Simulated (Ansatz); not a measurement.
Reaction (hydrogenolysis of a B–Si bond): `B[Si](C)(N)O` + H₂ → BH₃ + `C[SiH](N)O`

Gas-phase electronic energies from Ansatz, PBE0-D4/def2-TZVP geometries. CCSD(T)/CBS is the MP2 limit (def2-TZVPP, def2-QZVPP) plus CCSD(T) − MP2 in def2-TZVPP, frozen cores. This one scheme is used for every species. Functionals use def2-TZVPP. One conformer a species, not always the lowest.

`B[Si](C)(N)O`:

Z-matrix (Å, degrees):
```
Si
C 1 1.869
N 1 1.719 2 105.3
B 1 2.004 2 117.5 3 -116.0
O 1 1.660 2 109.6 3 125.0
H 2 1.095 1 111.5 3 -59.9
H 2 1.093 1 111.1 3 60.4
H 2 1.093 1 110.7 3 -179.7
H 3 1.006 1 122.4 2 -178.2
H 3 1.006 1 123.3 2 20.0
H 4 1.199 1 119.8 2 176.5
H 4 1.198 1 123.7 2 0.4
H 5 0.959 1 117.8 2 -44.1
```

H₂:

```xyz
2

H     0.203    0.258   -0.178
H    -0.203   -0.258    0.178
```

BH₃:

```xyz
4

B     0.000    0.000    0.000
H     1.063   -0.026   -0.543
H    -0.137    0.614    1.014
H    -0.925   -0.588   -0.472
```

`C[SiH](N)O`:

Z-matrix (Å, degrees):
```
C
Si 1 1.862
H 1 1.092 2 110.2
H 1 1.094 2 111.2 3 119.4
H 1 1.093 2 111.4 3 -119.9
N 2 1.716 1 106.8 3 175.6
O 2 1.649 1 113.3 3 54.6
H 2 1.487 1 110.5 3 -59.5
H 6 1.006 2 120.4 1 21.4
H 6 1.007 2 121.6 1 170.4
H 7 0.959 2 115.6 1 73.3
```

| species | LC-ωPBE energy (Eh) |
| --- | --- |
| `B[Si](C)(N)O` | -487.17820 |
| H₂ | -1.17817 |
| BH₃ | -26.59104 |
| `C[SiH](N)O` | -461.78262 |

Problem. Work out ΔE.

Solution. ΔE = (-26.59104) + (-461.78262) − (-487.17820) − (-1.17817) = -0.01729 Eh = -45.4 kJ/mol. CCSD(T)/CBS gives -43.7 kJ/mol.

Largest T1 diagnostic among the species: 0.011.

In def2-TZVPP, CCSD(T) changes the Hartree–Fock value by +28.6 kJ/mol (the triples alone add +4.8 kJ/mol) and MP2 by +27.1 kJ/mol. At CCSD(T), def2-SVP lies −6.6 kJ/mol from the extrapolated value and def2-TZVPP −2.0 kJ/mol. Leaving LDA and LC-ωPBE aside and taking each functional with its dispersion term where it has one, the values, not all of them listed here, spread over 26.2 kJ/mol, from BHLYP-D4 to revPBE-D4. LDA lies +5.3 kJ/mol from PBE without D4.
